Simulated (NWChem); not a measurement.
# GeHOBr, singlet; SMILES [Ge]([Br])[OH]

```xyz
4

Ge     0.4127     0.9824     0.0000
Br    -0.0456    -1.3211     0.0000
O     -1.2824     1.5376     0.0000
H     -1.3525     2.5015     0.0000
```
Atoms are numbered in this order, from 1.

Computed with NWChem. Medium grid unless said otherwise, to which SCAN and Minnesota functionals are sensitive. Low-valent species are run as closed-shell singlets; no triplet was tried in these runs. All runs use the structure optimised with PBE0/def2-SVP.

Q: Order these by “orbital gap (eV)”, lowest first: B3LYP/def2-TZVP; LC-wPBE (HJS exchange hole, range parameter 0.4 per bohr)/def2-TZVP; SCAN/def2-TZVP; MPW1K/def2-TZVP.

A: SCAN/def2-TZVP (3.60), B3LYP/def2-TZVP (4.75), MPW1K/def2-TZVP (6.49), LC-wPBE (HJS exchange hole, range parameter 0.4 per bohr)/def2-TZVP (9.79)
